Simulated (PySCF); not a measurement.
**Rh: excitation energy**

Rh [Kr] 4d8 5s1 (4F) → Rh [Kr] 4d8 5p1 (high-spin determinant), as a difference of total energies. Calculation: PySCF 2.14, in x2c-TZVPPall (8s6p6d2f1g, 79 functions); the spin-free X2C one-electron Hamiltonian (Gaussian nucleus). Correlated levels: valence: [Kr] frozen. The calculations carry no spin-orbit coupling.

```json
{"method": "UHF", "excitation energy (eV)": "3.052"}
{"method": "MP2 (valence)", "excitation energy (eV)": "3.542"}
{"method": "SCS-MP2 (valence)", "excitation energy (eV)": "3.437"}
{"method": "CCSD (valence)", "excitation energy (eV)": "3.442"}
{"method": "CCSD(T) (valence)", "excitation energy (eV)": "3.450"}
```

**Question.** How much does correlation contribute at CCSD(T) (valence)?

**Answer.** 3.450 − (3.052) = 0.398 eV, measured against UHF.

The basis was made for the ground configuration and has no added diffuse functions, so the excitation energy can come out too high.

The determinant of the upper state mixes LS terms, which raises its energy above the lowest term, most at the Hartree-Fock and MP2 levels.
